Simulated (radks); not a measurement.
Results of a calculation; reference values are marked as such.
Neutral vanadium inside a hard spherical wall (all orbitals vanish at R), configuration held at [Ar] 3d3 4s2 and not refilled when levels cross. Code: a radial shooting solver on a logarithmic mesh with Libxc functionals. Model: non-relativistic Kohn-Sham, PBE, spin-polarised, spherical densities, point nucleus; open shells are filled with parallel spins first. Eigenvalues in eV for spin up, with the zero of energy where the potential of the charges vanishes at infinity; a dash marks a level that is unbound or too diffuse for the functional's potential to be trusted. A positive occupied level is held by the wall or, in an anion where self-interaction has pushed it up, behind a barrier. The pressure on the wall is -dE/dV.

R (bohr)	E (hartree)	kinetic (hartree)	e(3s)	e(3p)	e(3d)	e(4s)	e(4p, empty)	e(5s, empty)	pressure (GPa)
free	-943.64879	942.827	-70.092	-44.832	-6.196	-4.913	-1.584	-	0
20	-943.64879	942.827	-70.092	-44.832	-6.196	-4.913	-1.584	-	< 0.0001
15	-943.64879	942.827	-70.091	-44.831	-6.196	-4.913	-1.581	0.270	< 0.0001
12	-943.64870	942.828	-70.082	-44.822	-6.186	-4.905	-1.553	0.812	0.00157
10	-943.64801	942.835	-70.028	-44.768	-6.135	-4.863	-1.448	1.812	0.0198
8	-943.64216	942.875	-69.750	-44.490	-5.869	-4.631	-1.005	4.452	0.256
7	-943.62981	942.945	-69.347	-44.088	-5.490	-4.265	-0.392	7.326	0.953
6	-943.59430	943.114	-68.521	-43.268	-4.721	-3.422	0.902	12.604	3.76
3.5	-942.70463	946.151	-60.098	-35.032	3.464	10.577	18.900	69.246	235
2	-933.25301	974.832	-27.009	-0.867	42.491	114.64	130.37	338.62	12400
1.5	-911.27974	1032.954	26.322	55.575	101.77	299.77	311.79	730.93	85100
